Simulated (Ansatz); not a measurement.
SiMe3(NHtBu) (C7H19NSi). Charge 0, multiplicity 3. Geometry r2SCAN-D4/def2-SVP, that of the neutral singlet; atoms count from 1.

Cartesian coordinates in Å:
```
Si 0.153 1.371 -0.275
C 1.691 2.390 -0.644
H 2.453 2.282 0.145
H 1.443 3.462 -0.715
H 2.149 2.090 -1.601
C -1.121 1.659 -1.632
H -0.764 1.259 -2.595
H -1.299 2.741 -1.760
H -2.094 1.191 -1.413
C -0.595 1.961 1.356
H -1.503 1.397 1.629
H -0.882 3.026 1.292
H 0.123 1.857 2.186
N 0.731 -0.281 -0.248
C 0.075 -1.520 0.184
C -1.405 -1.481 -0.204
C 0.753 -2.697 -0.530
C 0.199 -1.708 1.708
H 1.742 -0.348 -0.137
H -1.904 -2.419 0.084
H -1.932 -0.657 0.305
H -1.519 -1.344 -1.291
H 0.671 -2.579 -1.621
H 0.301 -3.660 -0.241
H 1.826 -2.741 -0.272
H -0.293 -0.879 2.241
H 1.260 -1.720 2.008
H -0.259 -2.654 2.042
```

At PBE0-D4/def2-TZVP a singlet of charge 0 lies 5.67 eV below the triplet at the same geometry.

Question: Estimate the Mulliken populations from the PBE0/def2-TZVP orbitals of Ansatz.

Answer: 
| atom | charge (e) | spin (α − β) |
| --- | --- | --- |
| Si1 | 0.11 | 0.21 |
| C2 | -0.26 | -0.21 |
| H3 | 0.07 | 0.09 |
| H4 | 0.10 | 0.04 |
| H5 | 0.09 | 0.06 |
| C6 | -0.40 | -0.02 |
| H7 | 0.11 | 0.04 |
| H8 | 0.10 | 0.06 |
| H9 | 0.13 | 0.01 |
| C10 | -0.36 | -0.03 |
| H11 | 0.11 | 0.03 |
| H12 | 0.11 | 0.06 |
| H13 | 0.11 | 0.05 |
| N14 | 0.25 | 0.63 |
| C15 | 0.01 | 0.02 |
| C16 | -0.21 | -0.17 |
| C17 | -0.17 | -0.17 |
| C18 | -0.19 | -0.12 |
| H19 | -0.33 | 0.65 |
| H20 | 0.06 | 0.09 |
| H21 | 0.08 | 0.05 |
| H22 | 0.10 | 0.05 |
| H23 | 0.06 | 0.07 |
| H24 | 0.07 | 0.08 |
| H25 | 0.03 | 0.14 |
| H26 | 0.09 | 0.05 |
| H27 | 0.02 | 0.14 |
| H28 | 0.08 | 0.09 |
Mulliken values and Mayer orders depend strongly on the basis.

Question: Where does the spin sit?

Answer: Summed by element: Si 0.21, C -0.69, H 1.85, N 0.63, of 2 unpaired in all. Largest on single atoms: H19 0.65, N14 0.63, C2 -0.21.

Question: And the Mayer bond orders between bonded heavy atoms (over 0.3)?

Answer: Si1–C2 0.95 (1.88 Å); Si1–C6 0.97 (1.88 Å); Si1–C10 0.91 (1.89 Å); Si1–N14 0.72 (1.75 Å); N14–C15 0.94 (1.47 Å); C15–C16 1.00 (1.53 Å); C15–C17 0.99 (1.53 Å); C15–C18 0.97 (1.54 Å).
